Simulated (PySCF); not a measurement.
Predicted spectroscopic data

PySCF 2.14.0 with density-fitted response routines calculation with GFN2-xTB structure and shielding tensors at PBE0/pcSseg-1 (GIAO); in vacuum, non-relativistic Hamiltonian, equivalent nuclei averaged, one computed conformer.

Scale: $^{1}$H (31.72 ppm) and $^{13}$C (186.93 ppm) against TMS (reference shieldings calculated alike). Where no couplings were computed, multiplicities follow the n + 1 count of equivalent neighbours, and m marks all less simple cases (inequivalent or close neighbours, rings, F or P nearby). Shifts are as computed. Against solution values, carbons near 30 ppm lie about +3 ppm off and those near 130 ppm about +5 ppm. Of 1211 compounds with measured shifts, 218 miss one by over three times the rms of a fit or turn the order of signals round; such compounds aren't used in these exercises.

**1.** `CC(=O)C#CC(C)=O`, C₆H₆O₂. $^{1}$H NMR (400 MHz, computed): δ 2.42 (s, 6H). $^{13}$C{$^{1}$H} NMR (computed): δ 186.8 (C), 91.8 (C), 36.1 (CH3).

**2.** 2-methoxy-1-butene (SMILES C=C(CC)OC). $^{1}$H NMR (400 MHz, computed): δ 4.04 (br s, 1H), 3.74 (br s, 1H), 3.69 (s, 3H), 2.09 (q, 2H), 1.16 (t, 3H). $^{13}$C{$^{1}$H} NMR (computed): δ 176.2, 81.9, 56.0, 34.8, 18.1.

**3.** SMILES C[SiH2][Si]([SiH3])([SiH3])N(C)C, C₃H₁₇NSi₄. $^{1}$H NMR (400 MHz, computed): δ 4.25 (q, 2H), 3.53 (s, 6H), 2.41 (s, 6H), 0.07 (t, 3H). $^{13}$C{$^{1}$H} NMR (computed): δ 45.7 (CH3), -10.0 (CH3).
